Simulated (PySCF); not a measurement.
PySCF input for Zn(I)(OH) (HIOZn), SMILES [OH][Zn][I], TDDFT-CAM-B3LYP/def2-SVPD. Geometry optimised at B3LYP-D3(BJ)/def2-TZVP. The def2 effective core potentials stand for the cores of I; spin–orbit coupling is left out. One conformer was computed; it need not be the lowest.

```python
import numpy as np
from pyscf import gto, scf, dft, tdscf

mol = gto.M(
    atom='''
    Zn    0.00688855    1.21613025    0.00000000
    I    -0.00012102   -1.20616646    0.00000000
    O    -0.11543023    2.99681698    0.00000000
    H     0.72319912    3.46837898    0.00000000
    ''',
    basis='def2-SVPD',
    ecp={'I': 'def2-svp'},
    charge=0,
    spin=0,
    symmetry=True,
    max_memory=1600,
    verbose=4,
)
mf = dft.RKS(mol, xc='cam-b3lyp').density_fit(auxbasis='def2-universal-jkfit')
mf.grids.level = 3
mf.conv_tol = 1e-9
mf.max_cycle = 100
mf.kernel()
mf.grids = dft.Grids(mol).set(level=1).build(with_non0tab=True)  # coarser grid for the response kernel
td = tdscf.TDDFT(mf)
td.singlet = True
td.nstates = 10
td.conv_tol = 1e-4
td.kernel(x0=td.get_init_guess(mf, 15))
td.analyze()
tt = tdscf.TDA(mf)
tt.singlet = False
tt.nstates = 4
tt.conv_tol = 1e-4
tt.kernel(x0=tt.get_init_guess(mf, 9))
tt.analyze(verbose=3)
```

Log of the run:

```
PySCF version 2.14.0

[INPUT] verbose = 4
[INPUT] num. atoms = 4
[INPUT] num. electrons = 64
[INPUT] charge = 0
[INPUT] spin (= nelec alpha-beta = 2S) = 0
[INPUT] symmetry True subgroup None
[INPUT] Mole.unit = angstrom
[INPUT] Symbol           X                Y                Z      unit          X                Y                Z       unit  Magmom
[INPUT]  1 Zn     0.006888550000   1.216130250000   0.000000000000 AA    0.013017472895   2.298153104299   0.000000000000 Bohr   0.0
[INPUT]  2 I     -0.000121020000  -1.206166460000   0.000000000000 AA   -0.000228694656  -2.279324270036   0.000000000000 Bohr   0.0
[INPUT]  3 O     -0.115430230000   2.996816980000   0.000000000000 AA   -0.218131521196   5.663163337646   0.000000000000 Bohr   0.0
[INPUT]  4 H      0.723199120000   3.468378980000   0.000000000000 AA    1.366648270326   6.554286368398   0.000000000000 Bohr   0.0

nuclear repulsion = 274.085149847303
point group symmetry = Cs
symmetry origin: [-5.75134038e-09 -1.23242990e-09  0.00000000e+00]
symmetry axis x: [ 1.00000000e+00 -4.15499161e-10  0.00000000e+00]
symmetry axis y: [4.15499161e-10 1.00000000e+00 0.00000000e+00]
symmetry axis z: [0. 0. 1.]
num. orbitals of irrep A' = 69
num. orbitals of irrep A" = 31
number of shells = 38
number of NR pGTOs = 189
number of NR cGTOs = 100
basis = def2-SVPD
ecp = {'I': 'def2-svp'}


[settings echo left out]
init E= -2121.03619519868
HOMO (A") = -0.657588064654359  LUMO (A') = -0.56636867357787  gap/eV = 2.48221
cycle= 1 E= -2151.27988214945  delta_E= -30.2  |g|= 2.92  |ddm|= 8.92
HOMO (A") = -0.0526934398126713  LUMO (A') = -0.0156296163305054  gap/eV = 1.00856
cycle= 2 E= -2150.14212741233  delta_E= 1.14  |g|= 2.92  |ddm|=    8
HOMO (A") = -0.225679529988977  LUMO (A') = -0.0550413706346404  gap/eV = 4.64330
cycle= 3 E= -2152.58761173011  delta_E= -2.45  |g|= 0.843  |ddm|= 4.62
HOMO (A') = -0.34465757195337  LUMO (A') = -0.06708312431644  gap/eV = 7.55319
cycle= 4 E= -2152.7510036463  delta_E= -0.163  |g|= 0.477  |ddm|= 1.21
HOMO (A") = -0.316704147949775  LUMO (A') = -0.0379109190308803  gap/eV = 7.58635
cycle= 5 E= -2152.78379920914  delta_E= -0.0328  |g|= 0.122  |ddm|= 0.408
HOMO (A") = -0.327481004022047  LUMO (A') = -0.0308454464355427  gap/eV = 8.07186
cycle= 6 E= -2152.78716983562  delta_E= -0.00337  |g|= 0.056  |ddm|= 0.166
HOMO (A") = -0.333816900348729  LUMO (A') = -0.0308890683644801  gap/eV = 8.24309
cycle= 7 E= -2152.78776729928  delta_E= -0.000597  |g|= 0.0135  |ddm|= 0.0545
HOMO (A") = -0.334505091912554  LUMO (A') = -0.0311628023707936  gap/eV = 8.25436
cycle= 8 E= -2152.78780443186  delta_E= -3.71e-05  |g|= 0.00302  |ddm|= 0.0154
HOMO (A") = -0.334561332037151  LUMO (A') = -0.0308484221974837  gap/eV = 8.26445
cycle= 9 E= -2152.78780959024  delta_E= -5.16e-06  |g|= 0.000647  |ddm|= 0.0072
HOMO (A") = -0.334448222503557  LUMO (A') = -0.0308852440287642  gap/eV = 8.26037
cycle= 10 E= -2152.78780987296  delta_E= -2.83e-07  |g|= 0.000141  |ddm|= 0.00189
HOMO (A") = -0.334464335469651  LUMO (A') = -0.0309007584999461  gap/eV = 8.26039
cycle= 11 E= -2152.78780989069  delta_E= -1.77e-08  |g|= 4.57e-05  |ddm|= 0.000451
HOMO (A") = -0.334469099795406  LUMO (A') = -0.0308970304007408  gap/eV = 8.26062
cycle= 12 E= -2152.78780989202  delta_E= -1.33e-09  |g|= 1.1e-05  |ddm|= 0.000105
HOMO (A") = -0.334468372420147  LUMO (A') = -0.0308981632766276  gap/eV = 8.26057
cycle= 13 E= -2152.78780989212  delta_E= -1.01e-10  |g|= 2.15e-06  |ddm|= 4.21e-05
HOMO (A") = -0.334468127062951  LUMO (A') = -0.030898241368191  gap/eV = 8.26056
Extra cycle  E= -2152.78780989212  delta_E= -8.19e-12  |g|= 1.47e-06  |ddm|= 4.96e-06
converged SCF energy = -2152.78780989212
tot grids = 23120


******** <class 'pyscf.tdscf.rks.TDDFT'> for <class 'pyscf.df.df_jk.DFSymAdaptedRKS'> ********
nstates = 10 singlet
deg_eia_thresh = 1.000e-03
wfnsym = None
conv_tol = 0.0001
eigh lindep = 1e-12
eigh level_shift = 0
eigh max_cycle = 100


Excitation energies (eV)
[4.99858525 5.0917811  5.80101998 6.29185458 6.39220341 6.4295705
 6.53071463 6.91745744 7.18235099 7.54462859]

** Singlet excitation energies and oscillator strengths **
Excited State   1:   A"      4.99859 eV    248.04 nm  f=0.0089
      30 -> 33       -0.10526
      32 -> 33        0.68394
      32 -> 39       -0.11053
Excited State   2:   A'      5.09178 eV    243.50 nm  f=0.0237
      31 -> 33        0.69008
      31 -> 39       -0.11582
Excited State   3:   A"      5.80102 eV    213.73 nm  f=0.0475
      30 -> 33        0.68028
Excited State   4:   A"      6.29185 eV    197.06 nm  f=0.0001
      32 -> 34       -0.68885
Excited State   5:   A'      6.39220 eV    193.96 nm  f=0.0523
      29 -> 33       -0.54565
      30 -> 35       -0.13554
      31 -> 34        0.30903
      32 -> 35        0.25976
Excited State   6:   A'      6.42957 eV    192.83 nm  f=0.0054
      31 -> 34       -0.51682
      32 -> 35        0.45663
Excited State   7:   A"      6.53071 eV    189.85 nm  f=0.0000
      31 -> 35       -0.69421
      31 -> 44        0.10053
Excited State   8:   A'      6.91746 eV    179.23 nm  f=0.1184
      28 -> 33       -0.48456
      29 -> 33        0.18438
      30 -> 35        0.19377
      31 -> 34        0.20632
      32 -> 35        0.34366
Excited State   9:   A"      7.18235 eV    172.62 nm  f=0.0006
      30 -> 34       -0.68989
Excited State  10:   A'      7.54463 eV    164.33 nm  f=0.0020
      28 -> 33        0.10810
      29 -> 34        0.61752
      30 -> 35        0.26427

** Transition electric dipole moments (AU) **
state          X           Y           Z        Dip. S.      Osc.
  1         0.0000      0.0000      0.2697      0.0727      0.0089
  2         0.4229      0.1068     -0.0000      0.1903      0.0237
  3         0.0000      0.0000      0.5781      0.3342      0.0475
  4        -0.0000      0.0000      0.0272      0.0007      0.0001
  5         0.1676     -0.5530      0.0000      0.3339      0.0523
  6         0.1006     -0.1563     -0.0000      0.0345      0.0054
  7        -0.0000     -0.0000      0.0097      0.0001      0.0000
  8        -0.2981      0.7809      0.0000      0.6987      0.1184
  9        -0.0000      0.0000      0.0562      0.0032      0.0006
 10         0.0185     -0.1024     -0.0000      0.0108      0.0020

WARN: ECP detected. Skipping calculation of transition velocity and magnetic dipole moments, which have not yet been implemented.



******** <class 'pyscf.tdscf.rks.TDA'> for <class 'pyscf.df.df_jk.DFSymAdaptedRKS'> ********
nstates = 4 triplet
deg_eia_thresh = 1.000e-03
wfnsym = None
conv_tol = 0.0001
eigh lindep = 1e-12
eigh level_shift = 0
eigh max_cycle = 100


Excitation energies (eV)
[4.67232193 4.74210202 5.34240393 5.61872218]

** Triplet excitation energies and oscillator strengths **
Excited State   1:   A"      4.67232 eV    265.36 nm  f=0.0000
Excited State   2:   A'      4.74210 eV    261.45 nm  f=0.0000
Excited State   3:   A"      5.34240 eV    232.08 nm  f=0.0000
Excited State   4:   A'      5.61872 eV    220.66 nm  f=0.0000
```

The run converged.
